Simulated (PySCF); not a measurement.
Electron correlation in Fe⁺ (iron, charge +1)

[Ar] 3d6 4s1, high-spin 6D determinant. Computed with PySCF 2.14 in ANO-RCC-VTZP (6s5p3d2f1g, 59 functions), with the spin-free X2C one-electron Hamiltonian (Gaussian nucleus). Frozen: [Ar]; 7 electrons correlated.

```
  level  correlation energy (mhartree)
   CCSD                        -145.42
    (T)                          -2.78
CCSD(T)                        -148.20
```

Diagnostics: T1 = 0.0091, D1 = 0.0178, largest double amplitude 0.031.

Cost of the coupled-cluster step: of the order of 6 core-seconds, for 7 correlated electrons.

Iterations:

```
CC2 = 0
CCSD nocc = (np.int64(6), np.int64(1)), nmo = (50, 50)
frozen orbitals [[0, 1, 2, 3, 4, 5, 6, 7, 8], [0, 1, 2, 3, 4, 5, 6, 7, 8]]
max_cycle = 100
direct = 0
conv_tol = 1e-08
conv_tol_normt = 1e-06
diis_space = 8
diis_start_cycle = 0
Init t2, MP2 energy = -0.14162974594711
Init E_corr(UCCSD) = -0.141629745949798
cycle = 1  E_corr(UCCSD) = -0.14377918972359  dE = -0.00214944377  norm(t1,t2) = 0.0301461
cycle = 2  E_corr(UCCSD) = -0.144924495296374  dE = -0.00114530557  norm(t1,t2) = 0.0097043
cycle = 3  E_corr(UCCSD) = -0.145197326504338  dE = -0.000272831208  norm(t1,t2) = 0.00511303
cycle = 4  E_corr(UCCSD) = -0.145401625431229  dE = -0.000204298927  norm(t1,t2) = 0.00204104
cycle = 5  E_corr(UCCSD) = -0.145412255354558  dE = -1.06299233e-05  norm(t1,t2) = 0.000836031
cycle = 6  E_corr(UCCSD) = -0.145421156910252  dE = -8.90155569e-06  norm(t1,t2) = 0.000171517
cycle = 7  E_corr(UCCSD) = -0.145421951956491  dE = -7.95046239e-07  norm(t1,t2) = 5.79654e-05
cycle = 8  E_corr(UCCSD) = -0.145421232057219  dE = 7.19899272e-07  norm(t1,t2) = 1.79277e-05
cycle = 9  E_corr(UCCSD) = -0.145421211460419  dE = 2.05968003e-08  norm(t1,t2) = 4.97001e-06
cycle = 10  E_corr(UCCSD) = -0.145421222164113  dE = -1.07036939e-08  norm(t1,t2) = 2.37683e-06
cycle = 11  E_corr(UCCSD) = -0.145421248126722  dE = -2.59626099e-08  norm(t1,t2) = 1.12345e-06
cycle = 12  E_corr(UCCSD) = -0.145421249976281  dE = -1.84955842e-09  norm(t1,t2) = 3.16223e-07
UCCSD converged
E(UCCSD) = -1271.255626113505  E_corr = -0.1454212499762809
UCCSD(T) correction = -0.00278437843002722
```
